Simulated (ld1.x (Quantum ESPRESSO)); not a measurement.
**Building the TM potential for Gd (Z = 64) (LDA (PZ), fully relativistic).**

| Quantity | Value |
| --- | --- |
| Element | gadolinium (Gd) |
| Generator | ld1.x (Quantum ESPRESSO) 7.5 |
| Type | norm-conserving Troullier–Martins (Kleinman–Bylander form) |
| Functional | LDA (PZ) |
| Relativity | fully relativistic |
| Frozen core | [Kr] 4d10 |
| Valence charge | 18 |
| Reference configuration | 4f7 5s2 5p6 5d1 6s1 6p0 (charge +1) |
| Partial waves | 5p (bound): rc 2.35 bohr; 5d (bound): rc 3.40 bohr; 4f (bound): rc 0.80 bohr; 5s (bound): rc 2.25 bohr |
| Local potential | the s channel |
| Core correction | Bessel-smoothed model core inside 0.45 bohr |

Open shells are filled in proportion to 2j + 1 (rel_dist='average').

Occupied shells without a wave of their own: 6s. They enter only through the test configuration that unscreens the potential, and ld1.x also counts them in the model core charge.

(1) Is a potential produced?

Answers

(1) No. ld1.x (Quantum ESPRESSO) 7.5 stopped with "run_pseudo: Errors in PS-KS equation": the pseudo-atom solver did not find the valence states with the expected number of nodes, which is the usual sign of a ghost state. Before that it printed "Warning: n=4, l=3 expected 0 nodes, found 1".
